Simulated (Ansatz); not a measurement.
The same hydrogenolysis along the group B, Al, Ga, In.

Calculated with Ansatz (gas phase, PBE0-D4/def2-TZVP geometries, no zero-point term in ΔE). CCSD(T)/CBS adds triple-zeta CCSD(T) − MP2 to the extrapolated MP2 energy (def2 sets, frozen cores). This one scheme is used for every species. Elements past krypton have def2 core potentials. For Ga, In, Se outer-core shells are correlated without core-valence functions, which leaves a few kJ/mol of doubt a bond. Scalar relativity is left out up to krypton.

```csv
reaction,CCSD(T)/CBS(def2) (kcal/mol)
`B[SeH]` + H₂ → H₂Se + BH₃,?
`[AlH2][SeH]` + H₂ → H₂Se + `[AlH3]`,27.5
`[GaH2][SeH]` + H₂ → H₂Se + `[GaH3]`,25.1
`[SeH][InH2]` + H₂ → H₂Se + `[InH3]`,26.6
```

Q: Fill in the missing values. (Estimate.)

A: Computed: `B[SeH]` + H₂ → H₂Se + BH₃: +19.5 kcal/mol.

Largest T1 diagnostic: 0.014, for `[InH3]`.
